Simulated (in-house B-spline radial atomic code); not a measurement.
The germanium ion Ge⁺ is squeezed into an impenetrable sphere of radius R (the orbitals vanish at R). No spin polarisation. Method: scalar-relativistic (X2C) PBE, spherical fractional occupations, Fermi nucleus of rms radius 4.0742 fm. Calculated with an all-electron radial atomic-structure program (B-spline basis).

Energies in eV above the free ion in [Ar] 3d10 4s2 4p1:

```csv
R (bohr),highest level (eV),[Ar] 3d10 4s2 4p1,[Ar] 3d10 4s2 4f1,[Ar] 3d10 4s1 4p1 4d1
8.76,-11.2,0.002819,13.77,18.17
6.56,-11.1,0.08423,16.99,19.11
5.39,-10.5,0.5005,21.02,21.01
3.9,-6.65,5.126,34.95,31.23
3.34,-1.87,12.83,48.66,43.7
3.01,3.3,22.55,62.8,57.55
2.45,21.5,63.11,111.8,108.5
2.24,34.5,96.23,147.5,146.9
1.84,81.8,234,284.6,295.9
1.48,185,598.9,626.6,666.2
```

(1) Does [Ar] 3d10 4s2 4f1 fall below [Ar] 3d10 4s2 4p1 under compression?

(2) Does [Ar] 3d10 4s1 4p1 4d1 fall below [Ar] 3d10 4s2 4p1 under compression?

The highest level is first positive in the row R = 3.01 bohr, pushed up by confinement above the zero of the free ion's potential. Each configuration is held fixed and needn't be the lowest in the sphere.

## Answers

(1) No, it stays above over the whole range.

(2) No, it stays above over the whole range.
